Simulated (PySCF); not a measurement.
Input of a run (PBE0-D3(BJ)/def2-SVP geometry optimisation, gas phase (PySCF 2.14.0)), started from GFN2-xTB:
```
{"job": {"xc": "PBE0", "basis": "def2-SVP", "d3": "d3bj", "grid": 1, "kind": "geom"}, "charge": 0, "multiplicity": 1}
Si    -0.798282     2.215582     0.223260
Si    -0.907143    -0.126272     0.209209
Si    -2.261987    -0.919590    -1.529580
Si    -1.487998    -0.984996     2.308335
C      0.849427    -0.817547    -0.167767
C      1.986179    -0.208521     0.672974
C      2.444883     0.591280    -0.552753
C      1.508477    -0.243613    -1.435254
H      0.137797     2.772147     1.205693
H     -2.114926     2.768427     0.554176
H     -0.420598     2.803567    -1.066685
H     -2.274313    -0.038874    -2.701936
H     -3.653627    -1.031586    -1.086315
H     -1.876902    -2.242249    -2.029190
H     -2.604906    -0.222851     2.872583
H     -0.412024    -0.936447     3.302657
H     -1.926374    -2.382912     2.261931
H      0.834553    -1.910434    -0.145836
H      1.685902     0.382036     1.538629
H      2.721687    -0.943784     0.997962
H      2.156073     1.639659    -0.504747
H      3.505239     0.529347    -0.792194
H      0.859652     0.320918    -2.105180
H      2.037478    -0.993520    -2.022418
```

Output (energies in Eh, forces in Eh/bohr):
```
step   0  E = -1318.84729462  max force = 0.016877
step   1  E = -1318.85489407  max force = 0.003693
step   2  E = -1318.85538043  max force = 0.002256
step   3  E = -1318.85555201  max force = 0.000760
step   4  E = -1318.85564082  max force = 0.001344
step   5  E = -1318.85593237  max force = 0.002779
step   6  E = -1318.85614477  max force = 0.002573
step   7  E = -1318.85626613  max force = 0.001181
step   8  E = -1318.85635559  max force = 0.000918
step   9  E = -1318.85639593  max force = 0.001335
step  10  E = -1318.85645538  max force = 0.000998
step  11  E = -1318.85648375  max force = 0.000581
step  12  E = -1318.85650328  max force = 0.000384
step  13  E = -1318.85651785  max force = 0.000663
step  14  E = -1318.85653005  max force = 0.000559
step  15  E = -1318.85653545  max force = 0.000371
optimisation converged
```

**Question.** Summarise the run.

**Answer.** The energy falls by 0.251 eV over 16 energy and gradient evaluations, the largest force component goes from 0.0169 to 3.7e-04 Eh/bohr, and the atoms move by 0.306 Å rms after alignment. Among the bonds, Si1–H9, Si3–H12, Si3–H13, Si3–H14, Si4–H15, Si4–H16 and Si4–H17 change most and about equally (+0.031 to +0.032 Å). Bonds longer at the end by more than 0.005 Å: 20 of 24; shorter: 1. Among the angles that change most is Si3–Si2–C5, from 105.1° to 110.1°. Among the dihedrals that turn most is Si1–Si2–Si3–H12, from 30° to 63°. The energy never rose by more than 1e-6 Eh on the way. The first step brought 82 % of the lowering.

**Question.** What are the final bond lengths?

**Answer.** Si1–Si2 2.347 Å, Si2–Si3 2.343 Å, Si2–Si4 2.344 Å, Si2–C5 1.902 Å, C5–C6 1.551 Å, C6–C7 1.540 Å, C7–C8 1.540 Å, C5–C8 1.551 Å, Si1–H9 1.497 Å, Si1–H10 1.496 Å, Si1–H11 1.497 Å, Si3–H12 1.497 Å, Si3–H13 1.496 Å, Si3–H14 1.497 Å, Si4–H15 1.496 Å, Si4–H16 1.497 Å, Si4–H17 1.497 Å, C5–H18 1.103 Å, C6–H19 1.102 Å, C6–H20 1.101 Å, C7–H21 1.101 Å, C7–H22 1.100 Å, C8–H23 1.102 Å, C8–H24 1.101 Å. Numbering counts from 1 in the input's order; the species is `[SiH3][Si]([SiH3])([SiH3])C1CCC1`.

The run used 208 basis functions and 96 SCF cycles in all. The run took 7.3 min wall on Arm Neoverse V1, one thread, no GPU (shared host).

PBE0-D3(BJ)/def2-SVP frequencies: not computed here. One conformer, not necessarily the lowest.
